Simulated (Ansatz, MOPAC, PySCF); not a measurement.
Acid–base and redox partners of C1CCO1. Gas-phase values, no solvent. Strings in code marks are SMILES.

Quantity: vertical ionisation energy (energy after one electron is removed minus that of the parent at the parent's geometry), in eV.

Level 1: TPSSh-D3(BJ)/def2-TZVP // B3LYP-D3(BJ)/def2-TZVP (PySCF)
Level 2: frozen-core MP2/cc-pVTZ // B3LYP-D3(BJ)/def2-TZVP (Ansatz, a program for electronic structure)
Level 3: PBE/6-31G* // B3LYP-D3(BJ)/def2-TZVP (PySCF)
Level 4: minus the HOMO energy of AM1 // B3LYP-D3(BJ)/def2-TZVP (MOPAC)

```json
[
 {"species": "`C1COC1`", "level 2": "10.19", "level 3": "9.08", "level 4": "10.50"}
]
```

Problem. What does level 1 give for each?

Solution. 
- `C1COC1`: 9.40
